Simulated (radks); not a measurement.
Values are calculated unless marked as measured or tabulated.
Species: K4+. Configuration: [Ne] 3s2 3p3. Level of theory: non-relativistic Kohn-Sham, LB94 model potential, spin-polarised, spherical densities, point nucleus; open shells are filled with parallel spins first (a radial shooting solver on a logarithmic mesh with Libxc functionals). Some entries of the table are withheld. Estimate them.

orbital  occ.  eigenvalue (hartree)  <r> (bohr)
1s down     1             -133.3141     0.08127
1s up       1             -133.3048     0.08128
2s up       1             -15.91581      0.3875
2s down     1             -15.90502      0.3889
2p up       3                   (1)      0.3474
2p down     3                   (2)      0.3489
3s up       1              -3.59149       1.179
3s down     1              -3.51381       1.167
3p up       3              -2.95432       1.245
3p down     0              -2.87594       1.231

Answer. 
(1) 2p up eigenvalue (hartree): -13.35519
(2) 2p down eigenvalue (hartree): -13.33131
